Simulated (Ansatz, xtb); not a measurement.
# Two isomers of C3H3BFNO

Structure I: `Bc1coc(F)n1`, a singlet. Structure II: `Bc1ocnc1F`, a singlet. Both are isolated molecules in the gas phase, relaxed with B3LYP-D3(BJ)/def2-SVP; the shapes shown needn't be the lowest conformers.

I (Å):

```xyz
10

C    -1.7161    0.0320   -1.9053
C    -1.5677    0.1003   -0.5390
C     0.3563    0.0842   -1.4538
B    -3.0373   -0.0248   -2.6759
F     1.6572    0.1048   -1.4215
N    -0.4157    0.0239   -2.4655
O    -0.2422    0.1342   -0.2400
H    -3.0534   -0.0832   -3.8765
H    -4.0670   -0.0095   -2.0473
H    -2.2631    0.1306    0.2958
```

II (Å):

| atom | x (Å) | y (Å) | z (Å) |
| --- | --- | --- | --- |
| C | -1.6286 | 0.1125 | -1.9602 |
| C | -1.1686 | 0.4906 | 0.1384 |
| C | -0.5937 | -0.6822 | -1.4834 |
| B | -2.3221 | 0.2521 | -3.2933 |
| F | 0.0760 | -1.5791 | -2.1619 |
| N | -0.3125 | -0.4445 | -0.1837 |
| O | -1.9766 | 0.8759 | -0.8405 |
| H | -3.2164 | 1.0435 | -3.4353 |
| H | -1.9564 | -0.4463 | -4.2020 |
| H | -1.2810 | 0.9733 | 1.1092 |

Quicker runs give these differences E(II) − E(I): GFN2-xTB −0.144 eV; HF/STO-3G −0.120 eV (at GFN2-xTB geometries); r2SCAN-D4/def2-SVP −0.262 eV (at GFN2-xTB geometries).

Q: Estimate E(II) − E(I) at the level CCSD(T)/def2-SVP + ΔMP2/def2-TZVPP.

A: Calculated at CCSD(T)/def2-SVP + ΔMP2/def2-TZVPP: E(II) − E(I) = −0.154 eV, so structure II lies lower.

Level by level:

```csv
level,geometry,E(II) − E(I) (eV),departure from the last row (eV),"job, with rough time for the two"
GFN2-xTB,GFN2-xTB,−0.144,+0.010,"optimisation, 0.19 s"
HF/STO-3G,GFN2-xTB,−0.120,+0.034,"single point, 0.58 s"
r2SCAN-D4/def2-SVP,GFN2-xTB,−0.262,−0.108,"single point, 4.8 s"
B3LYP-D3(BJ)/def2-SVP,B3LYP-D3(BJ)/def2-SVP,−0.238,−0.084,"optimisation, 41 s"
HF/def2-SVP,B3LYP-D3(BJ)/def2-SVP,−0.123,+0.030,part of the CCSD(T) run
MP2/def2-SVP,B3LYP-D3(BJ)/def2-SVP,−0.152,+0.002,part of the CCSD(T) run
CCSD(T)/def2-SVP,B3LYP-D3(BJ)/def2-SVP,−0.158,−0.004,single point
CCSD(T)/def2-SVP + ΔMP2/def2-TZVPP,B3LYP-D3(BJ)/def2-SVP,−0.154,,"single point, 62 s"
```

As drawn, both hold the same kinds of bond in the same numbers.

The levels shown agree on the order. The largest departure from CCSD(T)/def2-SVP + ΔMP2/def2-TZVPP is that of r2SCAN-D4/def2-SVP, 0.108 eV. The last row adds to CCSD(T) the change of the MP2 difference between the two basis sets, here +0.004 eV.

With thermal terms from frequencies at re-optimised GFN2-xTB minima (ideal gas, soft modes damped towards free rotors, one conformer each, 298.15 K, 1 atm): the zero-point term adds +0.011 eV; ΔH is −0.145 and ΔG −0.141 eV.

The correlated steps freeze 7 core orbitals. Codes used: Ansatz 0.2.0, xtb 6.7.1; the last row on 2 threads of AMD EPYC 7R43 64-Core Processor (Zen 3) on a shared host.
